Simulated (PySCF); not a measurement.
HCl$_{2}$ISi, singlet, geometry from GFN2-xTB (core potentials on I). Base run: PySCF with DF-B3LYP/def2-SVPD.

Here is a job for PySCF.
```python
from pyscf import gto, scf, dft

mol = gto.Mole()
mol.atom = '''
    Si   -0.951218    0.023098    0.543714
    Cl   -1.905670   -1.564987   -0.220691
    Cl   -1.725854    1.722969   -0.180474
    I     1.434596   -0.056688   -0.052475
    H    -0.980606   -0.004598    1.988995
'''
mol.basis = 'def2-svpd'
mol.ecp = {'I': 'def2-svpd'}
mol.charge = 0
mol.spin = 0
mol.verbose = 4
mol.max_memory = 1800
mol.build()

mf = dft.RKS(mol)
mf.xc = 'b3lyp'
mf = mf.density_fit(auxbasis='def2-universal-jkfit')
mf.kernel()
```

The job was repeated with other settings on one machine. Differences are taken from the largest basis of the diffuse def2 family in the series, which isn't the basis-set limit (def2-QZVPPD: -1508.564050 Eh). The cheapest run took about 9 core-seconds (a rough figure).

| setting | basis functions | cost, times the cheapest (rough) | difference in total energy (mEh) |
|---|---|---|---|
| def2-SVPD | 121 | 1 | 464.77 |
| def2-TZVPD | 203 | 2 | 40.52 |
| def2-TZVPPD | 226 | 3 | 40.20 |
| def2-QZVPPD | 358 | 5 | reference |

Times come from a shared machine, hold the start-up and are rough. Total energies converge more slowly with the basis than energy differences do.
